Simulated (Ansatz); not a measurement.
Input for Ansatz (development build ahead of 0.2.0):

```yaml
crystal:
  periodic: [false, false, false]
  atoms:
    - { symbol: K, position_ang: [-0.00063, 0.0057, -1.26171] }
    - { symbol: Cl, position_ang: [-0.00902, -0.00426, 1.40171] }
basis:
  gaussian: { orbitals: STO-3G }
hamiltonian:
  xc: hf
correlation:
  method: mp2
  frozen_orbitals: { Cl: 5, K: 5 }
```

The input is written out in the form of the current development build from the run's settings.

Output:

- Converged: yes
- Reference energy: -1047.73855 hartree
- Correlation energy: -0.01739 hartree
- Total energy: -1047.75594 hartree
- Spin squared of the determinant: 0.000
